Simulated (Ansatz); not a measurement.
Compare A (`COB(C)[SiH3]`) with its isomer B (`CB[SiH2]OC`).

Gas-phase electronic energies from Ansatz, PBE0-D4/def2-TZVP geometries. CCSD(T)/CBS adds triple-zeta CCSD(T) − MP2 to the extrapolated MP2 energy (def2 sets, frozen cores). DFT in def2-TZVPP. One conformer a species, not always the lowest.

Question: Which is lower in electronic energy at CCSD(T)/CBS, and by how much? (An estimate is asked.)

Answer: The calculation gave: A, by 15.5 kcal/mol.

Question: Give E(B) − E(A) in kcal/mol with LDA (SPW92), B2PLYP, ωB97M-V, PBE0-D4, r2SCAN-D4, CCSD(T)/def2-TZVPP, MP2/def2-TZVPP. (An estimate is asked.)

Answer: The calculation gave: LDA (SPW92) 21.0, B2PLYP 15.7, ωB97M-V 16.0, PBE0-D4 17.2, r2SCAN-D4 16.6, CCSD(T)/def2-TZVPP 16.4, MP2/def2-TZVPP 15.8. None reverses the order clearly.

Question: Does the order hold for the free energy at 298.15 K (harmonic terms from PBE0-D4)? (Estimate.)

Answer: The calculation gave: Yes: G(B) − G(A) = +15.3 kcal/mol, for one conformer each. Modes under 60 cm⁻¹, often nearly free rotors, make the harmonic entropy too high.

Largest T1 diagnostic: 0.014.

From BLYP to BHLYP (50 % exact exchange), in def2-TZVPP and without D4, E(B) − E(A) moves by −2.2 kcal/mol. Leaving LDA and LC-ωPBE aside and taking each functional with its dispersion term where it has one, the values, not all of them listed here, spread over 4.0 kcal/mol, from BHLYP-D4 to PBE-D4. LDA lies +2.7 kcal/mol from PBE without D4.
